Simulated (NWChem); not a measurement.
The numbers come from NWChem runs, not from measurements. System: octafluoropropane (C3F8), charge 0, spin multiplicity 1, at a geometry optimised with PBE0/def2-SVP. Level: RHF/def2-SVP.

Job file:

```
start mol
memory heap 200 mb stack 900 mb global 1100 mb
geometry units angstroms nocenter noautoz
  F     -1.162912    -1.313555     0.987725
  C     -1.286560    -0.231958     0.234246
  F     -1.530799     0.811790     1.011713
  F     -2.302951    -0.398587    -0.595978
  C      0.000000     0.000000    -0.590691
  F     -0.193207     1.073730    -1.362727
  F      0.193207    -1.073730    -1.362727
  C      1.286560     0.231958     0.234246
  F      1.530799    -0.811790     1.011713
  F      2.302951     0.398587    -0.595978
  F      1.162912     1.313555     0.987725
  symmetry group C2
end
basis spherical
  * library def2-svp
end
scf
  rhf
  nopen 0
  maxiter 100
  thresh 1e-7
  semidirect memsize 60000000 filesize 0
end
task scf energy
```

Output (cleaned and shortened):

```
             Northwest Computational Chemistry Package (NWChem) 7.3.0
             --------------------------------------------------------

                                NWChem Input Module
                                -------------------

 Scaling coordinates for geometry "geometry" by  1.889725989
 (inverse scale =  0.529177249)

 Turning off AUTOSYM since
 SYMMETRY directive was detected!

                             Geometry "geometry" -> ""
                             -------------------------

 Output coordinates in angstroms (scale by  1.889725989 to convert to a.u.)

  No.       Tag          Charge          X              Y              Z
 ---- ---------------- ---------- -------------- -------------- --------------
    1 F                    9.0000    -1.16291200    -1.31355500     0.98772500
    2 C                    6.0000    -1.28656000    -0.23195800     0.23424600
    3 F                    9.0000    -1.53079900     0.81179000     1.01171300
    4 F                    9.0000    -2.30295100    -0.39858700    -0.59597800
    5 C                    6.0000     0.00000000     0.00000000    -0.59069100
    6 F                    9.0000    -0.19320700     1.07373000    -1.36272700
    7 F                    9.0000     0.19320700    -1.07373000    -1.36272700
    8 C                    6.0000     1.28656000     0.23195800     0.23424600
    9 F                    9.0000     1.53079900    -0.81179000     1.01171300
   10 F                    9.0000     2.30295100     0.39858700    -0.59597800
   11 F                    9.0000     1.16291200     1.31355500     0.98772500

 Effective nuclear repulsion energy (a.u.)     800.3121089434

            Nuclear Dipole moment (a.u.)
            ----------------------------
        X                 Y               Z
 ---------------- ---------------- ----------------
     0.0000000000     0.0000000000    -0.0000000000

      Symmetry information
      --------------------

 Group name             C2
 Group number              4
 Group order               2
 No. of unique centers     6

      Symmetry unique atoms
[...]
   Bfn.  Coefficient  Atom+Function         Bfn.  Coefficient  Atom+Function
  ----- ------------  ---------------      ----- ------------  ---------------
    23      0.589704   2 C  pz              107      0.589704   8 C  pz
    65      0.558127   5 C  pz               45      0.372505   4 F  s
   129      0.372505  10 F  s                20      0.291230   2 C  pz
    62      0.290427   5 C  pz              104      0.291230   8 C  pz
    17     -0.282122   2 C  s               101     -0.282122   8 C  s

 Vector   47  Occ=0.000000D+00  E= 2.354521D-01  Symmetry=b
              MO Center= -1.6D-14, -3.5D-14, -2.3D-01, r^2= 2.5D+00
   Bfn.  Coefficient  Atom+Function         Bfn.  Coefficient  Atom+Function
  ----- ------------  ---------------      ----- ------------  ---------------
    64      0.836818   5 C  py               73     -0.469203   6 F  s
    87      0.469203   7 F  s                61      0.374898   5 C  py
    22      0.267128   2 C  py              106      0.267128   8 C  py
    79     -0.263068   6 F  pz               93      0.263068   7 F  pz
    19      0.230472   2 C  py              103      0.230472   8 C  py

 Vector   48  Occ=0.000000D+00  E= 3.499754D-01  Symmetry=b
              MO Center= -1.5D-14, -7.0D-15, -8.5D-02, r^2= 3.3D+00
   Bfn.  Coefficient  Atom+Function         Bfn.  Coefficient  Atom+Function
  ----- ------------  ---------------      ----- ------------  ---------------
    63      1.487466   5 C  px               21      1.098345   2 C  px
   105      1.098345   8 C  px               17      0.937661   2 C  s
   101     -0.937661   8 C  s                18      0.405125   2 C  px
   102      0.405125   8 C  px               45      0.393756   4 F  s
   129     -0.393756  10 F  s                60      0.349964   5 C  px

 center of mass
 --------------
 x =  -0.00000000 y =   0.00000000 z =   0.00081762

 moments of inertia (a.u.)
 ------------------
        1097.237202529061        -160.633050279385          -0.000000000000
        -160.633050279385        1959.125787640510           0.000000000000
          -0.000000000000           0.000000000000        1874.178068900823

  Mulliken analysis of the total density
  --------------------------------------

    Atom       Charge   Shell Charges
 -----------   ------   -------------------------------------------------------
    1 F    9     9.27   1.99  1.13  0.80  3.34  2.00  0.01
    2 C    6     5.11   1.99  0.91 -0.04  1.79  0.25  0.21
    3 F    9     9.27   1.99  1.13  0.80  3.34  2.00  0.01
    4 F    9     9.27   1.99  1.13  0.80  3.34  2.00  0.01
    5 C    6     5.56   1.99  0.94  0.15  1.89  0.44  0.15
    6 F    9     9.30   1.99  1.13  0.81  3.34  2.02  0.01
    7 F    9     9.30   1.99  1.13  0.81  3.34  2.02  0.01
    8 C    6     5.11   1.99  0.91 -0.04  1.79  0.25  0.21
    9 F    9     9.27   1.99  1.13  0.80  3.34  2.00  0.01
   10 F    9     9.27   1.99  1.13  0.80  3.34  2.00  0.01
   11 F    9     9.27   1.99  1.13  0.80  3.34  2.00  0.01

       Multipole analysis of the density wrt the origin
       ------------------------------------------------

     L   x y z        total         open         nuclear
     -   - - -        -----         ----         -------
     0   0 0 0     -0.000000      0.000000     90.000000

     1   1 0 0     -0.000000      0.000000      0.000000
     1   0 1 0     -0.000000      0.000000      0.000000
     1   0 0 1      0.051878      0.000000     -0.000000

     2   2 0 0    -43.489300      0.000000    651.797937
     2   1 1 0      0.086121      0.000000     76.767804
     2   1 0 1      0.000000      0.000000      0.000000
     2   0 2 0    -43.954782      0.000000    239.894131
     2   0 1 1     -0.000000      0.000000      0.000000
     2   0 0 2    -43.858314      0.000000    280.531252

 Task  times  cpu:        4.7s     wall:        4.7s

 Total times  cpu:        4.7s     wall:        4.7s
```
